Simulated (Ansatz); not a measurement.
CHGeN, SMILES `[C-]#[N+][GeH]` (lower singlet) (charge 0, multiplicity 1). This singlet lies 1.58 eV below the relaxed triplet at the level frozen-core CCSD(T)/cc-pVTZ // PBE0-D3(BJ)/def2-TZVP (Ansatz, a program for electronic structure).

Cartesian coordinates (Å):
SMILES: [C-]#[N+][GeH]
```xyz
4

C      1.8548    -0.1413     0.3950
N      0.7433     0.0382     0.0561
Ge    -0.8896     0.5624    -0.7034
H     -1.7084    -0.4593     0.2054
```
Charge 0, spin multiplicity 1.

The restricted HF start is unstable towards unrestricted orbitals.

Problem. Give the natural occupations of the active orbitals, the CASSCF energy and the corrected energy for frozen-core fic-MRCISD+Q@CASSCF(2e,2o)/cc-pVTZ // PBE0-D3(BJ)/def2-TZVP (Ansatz).

Solution. 
The natural occupations is 1.95, 0.05, the CASSCF energy is -2168.3194 Ha and the corrected energy is -2168.8067 Ha. The weight of the reference comes out as 0.879.
